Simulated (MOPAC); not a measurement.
Input for MOPAC: AM1 on CH4GeS (SMILES [CH3][Ge][SH]), a point of a torsion scan.

```
AM1 1SCF PRECISE CHARGE=0 THREADS=1
CH4GeS

C     -0.95480666 1    -0.13705735 1    -0.08823375 1
Ge     0.03551327 1     1.64871114 1    -0.11458805 1
S      0.88194358 1     1.47998643 1    -2.19268185 1
H     -0.40112796 1    -0.95099726 1    -0.55627439 1
H     -1.90267291 1    -0.02953493 1    -0.62014100 1
H     -1.18868023 1    -0.42881771 1     0.93512198 1
H      0.36845770 1     0.30814010 1    -2.53417116 1
```

Program output:

```
*******************************************************************************
 **                                                                           **
 **                              MOPAC v23.2.5                                **
 **                                                                           **
 *******************************************************************************
 ** MOPAC's Digital Object Identifier: https://doi.org/10.5281/zenodo.6511958 **
 **                                                                           **
 ** Please cite the open-source release paper for use of this MOPAC version:  **
 ** J. E. Moussa and J. J. P. Stewart (2026)                                  **
 ** MOPAC: An open-source semiempirical molecular orbital program             **
 ** J. Open Source Softw., 11(119), 8025, https://doi.org/10.21105/joss.08025 **
 *******************************************************************************

                              AM1 CALCULATION RESULTS

 *******************************************************************************
 *  AM1        - The AM1 Hamiltonian to be used
 *
 *
 *
 *                 CHARGE ON SYSTEM = 0
 *
 *
 *
 *  PRECISE    - TIGHTER CRITERIA TO BE USED
 *  1SCF       - DO 1 SCF AND THEN STOP
 *  THREADS=1  - MULTI-THREADING NOT USED
 *  T=         - A TIME OF 172800.0 SECONDS REQUESTED
 *  DUMP=N     - RESTART FILE WRITTEN EVERY 7200.0 SECONDS REQUESTED
 *******************************************************************************
AM1 1SCF PRECISE CHARGE=0 THREADS=1
 CH4GeS

   ATOM   CHEMICAL          X               Y               Z
  NUMBER   SYMBOL      (ANGSTROMS)     (ANGSTROMS)     (ANGSTROMS)

     1       C         -0.95480666  *  -0.13705735  *  -0.08823375  *
     2      Ge          0.03551327  *   1.64871114  *  -0.11458805  *
     3       S          0.88194358  *   1.47998643  *  -2.19268185  *
     4       H         -0.40112796  *  -0.95099726  *  -0.55627439  *
     5       H         -1.90267291  *  -0.02953493  *  -0.62014100  *
     6       H         -1.18868023  *  -0.42881771  *   0.93512198  *
     7       H          0.36845770  *   0.30814010  *  -2.53417116  *



          CARTESIAN COORDINATES

    NO.       ATOM           X           Y           Z

     1         C         -0.9548     -0.1371     -0.0882
     2        Ge          0.0355      1.6487     -0.1146
     3         S          0.8819      1.4800     -2.1927
     4         H         -0.4011     -0.9510     -0.5563
     5         H         -1.9027     -0.0295     -0.6201
     6         H         -1.1887     -0.4288      0.9351
     7         H          0.3685      0.3081     -2.5342

  H: (AM1): M.J.S. DEWAR ET AL, J. AM. CHEM. SOC. 107 3902-3909 (1985)
  C: (AM1): M.J.S. DEWAR ET AL, J. AM. CHEM. SOC. 107 3902-3909 (1985)
  S: (AM1): M.J.S. DEWAR, Y-C YUAN, INORGANIC CHEMISTRY, 29, 3881:3890,  (1990)
 Ge: (AM1): M.J.S.Dewar and C.Jie, Organometallics, 8, 1544, (1989)

           Empirical Formula: C H4 Ge S  =     7 atoms



      MOLECULAR POINT GROUP   :   C1


      RHF CALCULATION, NO. OF DOUBLY OCCUPIED LEVELS = 9


 -------------------------------------------------------------------------------
 AM1 1SCF PRECISE CHARGE=0 THREADS=1
 CH4GeS



     1SCF WAS SPECIFIED, SO BFGS WAS NOT USED
     SCF FIELD WAS ACHIEVED


                              AM1 CALCULATION
                                                       MOPAC v23.2.5 Linux




          FINAL HEAT OF FORMATION =         38.48411 KCAL/MOL =     161.01751 KJ/MOL


          COSMO AREA              =        118.78 SQUARE ANGSTROMS
          COSMO VOLUME            =        110.94 CUBIC ANGSTROMS

          IONIZATION POTENTIAL    =          8.730852 EV
          HOMO LUMO ENERGIES (EV) =         -8.731 -1.888
          NO. OF FILLED LEVELS    =          9
          MOLECULAR WEIGHT        =        120.6926         POINT GROUP:  C1

          MOLECULAR DIMENSIONS (Angstroms)

            Atom       Atom       Distance
            H     6    S     3     4.20882
           Ge     2    H     4     2.45127
           Ge     2    H     5     1.53799


          SCF CALCULATIONS        =          1





   ATOM   CHEMICAL          X               Y               Z
  NUMBER   SYMBOL      (ANGSTROMS)     (ANGSTROMS)     (ANGSTROMS)

     1       C         -0.95480666  *  -0.13705735  *  -0.08823375  *
     2      Ge          0.03551327  *   1.64871114  *  -0.11458805  *
     3       S          0.88194358  *   1.47998643  *  -2.19268185  *
     4       H         -0.40112796  *  -0.95099726  *  -0.55627439  *
     5       H         -1.90267291  *  -0.02953493  *  -0.62014100  *
     6       H         -1.18868023  *  -0.42881771  *   0.93512198  *
     7       H          0.36845770  *   0.30814010  *  -2.53417116  *

                             CARTESIAN COORDINATES

   1    C       -0.954806660    -0.137057350    -0.088233750
   2   Ge        0.035513270     1.648711140    -0.114588050
   3    S        0.881943580     1.479986430    -2.192681850
   4    H       -0.401127960    -0.950997260    -0.556274390
   5    H       -1.902672910    -0.029534930    -0.620141000
   6    H       -1.188680230    -0.428817710     0.935121980
   7    H        0.368457700     0.308140100    -2.534171160


           Empirical Formula: C H4 Ge S  =     7 atoms



      MOLECULAR POINT GROUP   :   C1


                  EIGENVALUES
 -29.26228 -18.98859 -14.37535 -14.03708 -13.98501 -12.34380 -10.99766 -10.04459
  -8.73085  -1.88784  -0.95625   0.89856   1.40881   4.04169   4.12931   4.88206


              NET ATOMIC CHARGES AND DIPOLE CONTRIBUTIONS

  ATOM NO.   TYPE          CHARGE      No. of ELECS.   s-Pop       p-Pop
    1          C          -0.572641        4.5726     1.28499     3.28765
    2         Ge           0.688606        3.3114     1.45671     1.85468
    3          S          -0.448381        6.4484     1.92572     4.52266
    4          H           0.080507        0.9195     0.91949
    5          H           0.080813        0.9192     0.91919
    6          H           0.089437        0.9106     0.91056
    7          H           0.081659        0.9183     0.91834
 DIPOLE           X         Y         Z       TOTAL
 POINT-CHG.    -0.416     2.200     3.538     4.187
 HYBRID        -1.355    -4.405    -2.452     5.220
 SUM           -1.770    -2.205     1.086     3.029


          ATOMIC ORBITAL ELECTRON POPULATIONS

     Atom    s        px        py        pz
    1  C   1.28499   1.08520   1.15213   1.05032
    2 Ge   1.45671   0.28473   0.87471   0.69524
    3  S   1.92572   1.70224   1.31067   1.50975
    4  H   0.91949
    5  H   0.91919
    6  H   0.91056
    7  H   0.91834

 **********************
 *                    *
 * JOB ENDED NORMALLY *
 *                    *
 **********************




 == MOPAC DONE ==
```

The run finished.

Cost: around 0.020 core-seconds (rough).
